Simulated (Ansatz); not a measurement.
A series at Si: from `N[Si](N)(N)F`, ligands are replaced one by one, each step taking up H₂ and setting free NH₃; n counts the steps. Ansatz, PBE0-D4/def2-TZVP geometries. Each molecule was computed in one conformer, which needn't be the lowest.

CBS adds triple-zeta CCSD(T) − MP2 to the MP2 limit, frozen cores; atoms without spin–orbit coupling. 

```json
{"n": "0", "molecule": "`N[Si](N)(N)F`", "atomization energy, CCSD(T)/CBS (kJ/mol)": "4124.2"}
{"n": "1", "molecule": "`N[SiH](N)F`", "atomization energy, CCSD(T)/CBS (kJ/mol)": "?"}
{"n": "2", "molecule": "`N[SiH2]F`", "atomization energy, CCSD(T)/CBS (kJ/mol)": "2446.4"}
{"n": "3", "molecule": "`F[SiH3]`", "atomization energy, CCSD(T)/CBS (kJ/mol)": "1603.5"}
```

Problem. By hand: fit a straight line y = ȳ + b (n − n̄) to the 3 given rows and predict n = 1.

Solution. n̄ = 1.667, ȳ = 2724.70; Σ(n − n̄)(y − ȳ) = -3920.20, Σ(n − n̄)² = 4.667, so b = -839.98 kJ/mol a step. Prediction: 2724.70 + (-839.98) × (-0.667) = 3285.0 kJ/mol.

Problem. By hand: compare with the computed value, 3289.5 kJ/mol, and give the steps along the whole series.

Solution. The line misses by 4.5 kJ/mol (computed minus predicted). Steps: -834.7, -843.1, -842.9 kJ/mol.

The steps differ by at most 8.4 kJ/mol, 1.0 % of a mean step, so the ligands' effects nearly add and a line is close. The miss is 0.2 % of the series' range. The energies themselves are unsure by some kJ/mol a bond, though much of that is common to the series.
